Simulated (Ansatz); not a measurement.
`B[SiH2]CS` + `[SiH3][SiH2]Cl` → `B[SiH]([SiH3])Cl` + `[SiH3]CS`  (formal exchange of groups at a B–Si bond)

Isolated molecules relaxed with PBE0-D4/def2-TZVP in Ansatz; ΔE leaves out vibrations. CCSD(T)/CBS adds triple-zeta CCSD(T) − MP2 to the extrapolated MP2 energy (def2 sets, frozen cores). DFT in def2-TZVPP. B3LYP here is the variant with VWN-RPA as its local correlation; programs differ in this. Each species was taken in one conformer, which may not be the lowest.

Task: Is it downhill or uphill in electronic energy at CCSD(T)/CBS, and by how much? (Best estimate.)

Result: Computed: Downhill: ΔE = -11.5 kJ/mol.

Task: What do these levels give: B97M-V, B3LYP-D4, r2SCAN0-D4, ωB97X-V, PBE, r2SCAN, B3LYP, r2SCANh, LC-ωPBE, RPA@PBE/def2-TZVPP, MP2/def2-TZVPP, SCS-MP2/def2-TZVPP? (Estimate.)

Result: The calculation gave: B97M-V -14.6, B3LYP-D4 -13.7, r2SCAN0-D4 -13.1, ωB97X-V -10.4, PBE -13.6, r2SCAN -14.0, B3LYP -11.0, r2SCANh -13.4, LC-ωPBE -9.4, RPA@PBE/def2-TZVPP -11.7, MP2/def2-TZVPP -12.7, SCS-MP2/def2-TZVPP -11.0 kJ/mol.

Largest T1 diagnostic among the species: 0.012.

In def2-TZVPP, CCSD(T) changes the Hartree–Fock value by −5.4 kJ/mol (the triples alone add −1.4 kJ/mol) and MP2 by −6.5 kJ/mol. Leaving LDA and LC-ωPBE aside and taking each functional with its dispersion term where it has one, the values, not all of them listed here, spread over 5.4 kJ/mol, from revPBE-D4 to ωB97X-V.
